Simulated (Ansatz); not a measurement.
Geometry optimisation, RKS PBE-D4/6-31G* in Ansatz.

Input:

```yaml
crystal:
  periodic: [false, false, false]
  atoms:
    - { symbol: Si, position_ang: [-0.529818, -0.253086, -0.33772] }
    - { symbol: H, position_ang: [0.087705, 0.767846, 2.050529] }
    - { symbol: H, position_ang: [0.777202, -0.643787, 0.235405] }
    - { symbol: Cl, position_ang: [-0.480629, 1.746223, -0.861989] }
    - { symbol: Cl, position_ang: [-0.845418, -1.34682, -2.073731] }
    - { symbol: O, position_ang: [-1.754595, -0.593335, 0.744759] }
    - { symbol: H, position_ang: [-2.60681, -0.803912, 0.313938] }
    - { symbol: H, position_ang: [-0.540838, 0.49717, 2.24641] }
basis:
  gaussian: { orbitals: "6-31G*" }
hamiltonian:
  xc: pbe
  dispersion: d4
relax:
  f_tol: 0.03
  max_steps: 50
output:
  orbitals: {}
```

Run as:

```bash
$ ansatz run input.yaml --threads 1 --pin off --max-ram 2048MiB --backend cpu --events-out ev --progress --plain --runs-dir out
```

Where does it end, and by what steps?

The run converged. The force dipped under the threshold on the way, but the program's further checks kept it going. After 33 steps the energy has fallen by 0.200 eV; H2 moved furthest, 1.68 Å.

```json
{"step": "0", "energy less start (eV)": "0.0000", "largest force component (eV/Å)": "1.442", "accepted": "yes"}
{"step": "2", "energy less start (eV)": "-0.1525", "largest force component (eV/Å)": "0.218", "accepted": "yes"}
{"step": "4", "energy less start (eV)": "-0.1843", "largest force component (eV/Å)": "0.128", "accepted": "yes"}
{"step": "6", "energy less start (eV)": "-0.1880", "largest force component (eV/Å)": "0.057", "accepted": "yes"}
{"step": "8", "energy less start (eV)": "-0.1890", "largest force component (eV/Å)": "0.108", "accepted": "yes"}
{"step": "10", "energy less start (eV)": "-0.1901", "largest force component (eV/Å)": "0.027", "accepted": "yes"}
{"step": "12", "energy less start (eV)": "-0.1911", "largest force component (eV/Å)": "0.066", "accepted": "yes"}
{"step": "14", "energy less start (eV)": "-0.1921", "largest force component (eV/Å)": "0.116", "accepted": "yes"}
{"step": "16", "energy less start (eV)": "-0.1932", "largest force component (eV/Å)": "0.027", "accepted": "yes"}
{"step": "18", "energy less start (eV)": "-0.1939", "largest force component (eV/Å)": "0.077", "accepted": "yes"}
{"step": "20", "energy less start (eV)": "-0.1951", "largest force component (eV/Å)": "0.072", "accepted": "yes"}
{"step": "22", "energy less start (eV)": "-0.1954", "largest force component (eV/Å)": "0.238", "accepted": "no"}
{"step": "24", "energy less start (eV)": "-0.1969", "largest force component (eV/Å)": "0.134", "accepted": "yes"}
{"step": "26", "energy less start (eV)": "-0.1980", "largest force component (eV/Å)": "0.050", "accepted": "yes"}
{"step": "28", "energy less start (eV)": "-0.1971", "largest force component (eV/Å)": "0.237", "accepted": "no"}
{"step": "30", "energy less start (eV)": "-0.1992", "largest force component (eV/Å)": "0.060", "accepted": "yes"}
{"step": "32", "energy less start (eV)": "-0.1996", "largest force component (eV/Å)": "0.055", "accepted": "yes"}
{"step": "33", "energy less start (eV)": "-0.1997", "largest force component (eV/Å)": "0.001", "accepted": "yes"}
```

```xyz
8
Properties=species:S:1:pos:R:3
Si -0.436 -0.436 -0.877
H -0.721 1.061 3.492
H 0.964 -0.912 -0.808
Cl -0.479 1.550 -1.458
Cl -1.480 -1.525 -2.294
O -1.076 -0.642 0.636
H -2.008 -0.375 0.761
H -0.658 0.650 2.866
```

Whether the end is a true minimum wasn't checked by a vibrational analysis.

Time of the run: 92 s on 1 thread of Arm Neoverse V1, on a shared host, peak memory 0.12 GiB.
